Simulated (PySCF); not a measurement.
AlF3, triplet, at a GFN2-xTB geometry (such geometries of metal compounds can be far from the true shape) (a higher spin typed on purpose: for a closed-shell molecule this is an excited state).

The PySCF input:
```python
from pyscf import gto, scf, dft

mol = gto.Mole()
mol.atom = '''
    Al   -0.36633561    0.17259454   -0.15490067
    F    -1.16378227   -1.34411033    0.29090488
    F     0.58193439    1.61824083   -0.53693236
    F     1.11099931   -0.52343372    0.46977289
'''
mol.basis = '6-31g*'
mol.spin = 2
mol.verbose = 4
mol.build()

mf = dft.UKS(mol)
mf.xc = 'm062x'
mf = mf.density_fit(auxbasis='def2-universal-jkfit')
mf.kernel()
mf.analyze()
```

Question: What <S^2> does PySCF with DF-M062X/6-31G* give?

Answer: 2.012

Question: What is the computed nuclear repulsion energy (DF-M062X/6-31G*)?

Answer: 152.8172 Eh

Question: What is the computed number of basis functions (DF-M062X/6-31G*)?

Answer: 60

Question: What is the computed HOMO energy (DF-M062X/6-31G*)?

Answer: -6.66 eV

Question: Estimate the dipole moment that DF-M062X/6-31G* returns for this input.

Answer: 0.14 D

These values belong to the state on which the SCF converged, which isn't shown to be the lowest.
